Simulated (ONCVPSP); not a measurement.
## Si (Z = 14), ONCV: configuration errors across variants

silicon, optimised norm-conserving Vanderbilt (ONCV), made with ONCVPSP 4.0.1 (PBE, scalar-relativistic). Core [Ne], reference 3s2 3p2. Waves: 3s: rc 2.00 bohr, ncon 5, nbas 8, qcut 3.2 1/bohr, 3 projectors, debl 3.7 Ha; 3p: rc 2.40 bohr, ncon 4, nbas 7, qcut 4.1 1/bohr, 2 projectors, debl 0.5 Ha; d scattering state at 0.06 Ha: rc 1.95 bohr, ncon 3, nbas 7, qcut 5.4 1/bohr, 2 projectors, debl 0.5 Ha. Local part: polynomial inside 1.55 bohr (lpopt 5, dvloc0 2 Ha). Core correction: Teter function fitted to the true core (icmod 2), fcfact 0.6.

All-electron excitation energies from the reference (eV): (1) 3s2 3p1 7.740; (2) 3s2 3p0 23.733; (3) 3s1 3p0 57.704; (4) 3s2 3p1.5 2.921.

A true bound ghost makes a file unfit for plane-wave use even where its test errors are small: the radial tests pick states by their node count and pass the ghost by.

Errors AE − PS in meV (a dash: test not solved or not reliable):

```csv
change,(1),(2),(3),(4),bound ghosts,GHOST(+) flags above zero
base,+0.1,+7.7,+65,-0.1,none,none
"all radii but the core radius scaled by about 0.78 (s 1.56, p 1.86, d 1.52 bohr); local potential polynomial inside 1.20 bohr (lpopt 5, dvloc0 2 Ha)",+0.7,+13,+85,0.0,s,s
"all radii but the core radius scaled by about 0.90 (s 1.80, p 2.16, d 1.74 bohr); local potential polynomial inside 1.38 bohr (lpopt 5, dvloc0 2 Ha)",+0.5,+12,+81,-0.1,none,s
"all radii but the core radius scaled by about 1.18 (s 2.36, p 2.84, d 2.30 bohr); local potential polynomial inside 1.84 bohr (lpopt 5, dvloc0 2 Ha)",-0.8,+0.8,+12,-0.3,none,s
"all radii but the core radius scaled by about 1.27 (s 2.54, p 3.06, d 2.48 bohr); local potential polynomial inside 1.98 bohr (lpopt 5, dvloc0 2 Ha)",-0.9,+0.4,-18,-0.3,none,none
```

Give the same row for: all radii but the core radius scaled by about 1.07 (s 2.14, p 2.58, d 2.10 bohr); local potential polynomial inside 1.66 bohr (lpopt 5, dvloc0 2 Ha).

-0.3, +4.6, +48, -0.2; bound ghosts: none; GHOST(+) flags above zero: s.
